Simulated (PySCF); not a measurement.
An unknown shows these calculated signals:

$^{1}$H NMR (300 MHz, computed): δ 8.85 (s, 1H), 8.83 (d, 1H), 7.72 (d, 1H), 7.37 (m, 1H), 2.63 (q, 2H), 1.22 (t, 3H).

$^{13}$C{$^{1}$H} NMR (computed): δ 155.4 (CH), 153.2 (CH), 145.5 (C), 140.9 (CH), 128.3 (CH), 32.1 (CH2), 22.5 (CH3).

Relativity neglected, a single conformation, no solvent, averaged over atoms made equivalent by symmetry, fast rotation or ring inversion. Geometry from GFN2-xTB; shieldings: GIAO PBE0/pcSseg-1; PySCF 2.14.

Referencing at the same level of theory: $^{1}$H and $^{13}$C vs TMS.

Problem. Which of these does the molecule contain: an ester, a CH3CH2 unit, a (CH3)2CH unit, a heteroaromatic ring, a ketone?

Solution. 
- An ester: no.
- A CH3CH2 unit: yes (δC 22.5, 32.1; δH 1.22 (t), 2.63 (q)).
- A (CH3)2CH unit: no.
- A heteroaromatic ring: yes.
- A ketone: no.

The data belong to `CCc1cccnc1`, C7H9N; they needn't prove each group on their own.

Carbon signals by region: 5 in the sp2 and nitrile region (100–160 ppm), 2 below 50 ppm.

Shifts are as computed. Against solution values, carbons near 30 ppm lie about +3 ppm off and those near 130 ppm about +5 ppm. Of 1211 compounds with measured shifts, 218 miss one by over three times the rms of a fit or turn the order of signals round; such compounds aren't used in these exercises. Multiplicities follow the n + 1 count of equivalent neighbours, as no J values were calculated; m marks all less simple cases, F and P coupling included.
